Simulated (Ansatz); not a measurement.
`NC([SiH3])S[SiH3]` + `F[SiH2]O[SiH3]` → `F[SiH2]O[SiH2][SiH3]` + `NC([SiH3])S`  (formal exchange of groups at the Si–S bond)

Isolated molecules relaxed with PBE0-D4/def2-TZVP in Ansatz; ΔE leaves out vibrations. CBS: MP2 limit from def2 TZ/QZ plus the TZ coupled-cluster correction, frozen cores. DFT in def2-TZVPP. B3LYP here is the variant with VWN-RPA as its local correlation; programs differ in this. One conformer a species, not always the lowest.

`NC([SiH3])S[SiH3]`:

Cartesian coordinates in Å:
```
N -1.693 -0.525 1.271
C -0.672 -0.046 0.397
Si -1.190 -0.215 -1.414
S 0.959 -0.961 0.605
Si 2.353 0.604 0.257
H -1.431 -0.452 2.247
H -1.943 -1.487 1.080
H -0.468 1.002 0.632
H -0.077 0.217 -2.294
H -2.396 0.610 -1.694
H -1.506 -1.648 -1.653
H 2.343 1.071 -1.154
H 2.031 1.768 1.127
H 3.692 0.061 0.593
```

`F[SiH2]O[SiH3]`:

Z-matrix (Å, degrees):
```
Si
O 1 1.616
F 1 1.594 2 109.6
H 1 1.480 2 110.5 3 117.7
H 1 1.476 2 108.7 3 -117.5
Si 2 1.641 1 148.9 3 -67.9
H 6 1.483 2 109.6 1 90.2
H 6 1.486 2 109.9 1 -30.3
H 6 1.482 2 108.1 1 -150.1
```

`F[SiH2]O[SiH2][SiH3]`:

Cartesian coordinates in Å:
```
F -1.769 1.808 1.621
Si -1.912 1.042 0.231
O -0.509 1.106 -0.572
Si 1.034 0.538 -0.683
Si 1.217 -1.615 0.230
H -2.944 1.737 -0.562
H -2.261 -0.362 0.545
H 1.944 1.475 0.027
H 1.404 0.524 -2.123
H 0.345 -2.574 -0.500
H 2.630 -2.070 0.122
H 0.821 -1.609 1.665
```

`NC([SiH3])S`:

Cartesian coordinates in Å:
```
N -1.296 -0.784 0.186
C 0.043 -0.342 0.521
Si 0.907 0.398 -0.990
S 0.009 0.904 1.838
H -1.272 -1.524 -0.505
H -1.782 -1.125 1.008
H 0.693 -1.117 0.959
H 2.338 0.637 -0.676
H 0.236 1.671 -1.355
H 0.812 -0.548 -2.141
H -0.688 1.830 1.156
```

(1) Is it downhill or uphill in electronic energy at CCSD(T)/CBS, and by how much? (Estimate.)

(2) What do these levels give: r2SCAN-D4, ωB97X-V, ωB97M-V, PBE, r2SCAN, PBE0, B3LYP, HF/def2-TZVPP, SCS-MP2/def2-TZVPP, MP2/def2-QZVPP, HF/CBS(def2), MP2/CBS(def2)? (An estimate is asked.)

Largest T1 diagnostic among the species: 0.012.

Results:

(1) The calculation gave: Uphill: ΔE = +64.4 kJ/mol.

(2) Computed: r2SCAN-D4 64.2, ωB97X-V 59.6, ωB97M-V 65.4, PBE 54.5, r2SCAN 63.8, PBE0 56.4, B3LYP 61.9, HF/def2-TZVPP 68.7, SCS-MP2/def2-TZVPP 71.0, MP2/def2-QZVPP 74.2, HF/CBS(def2) 69.0, MP2/CBS(def2) 75.0 kJ/mol.
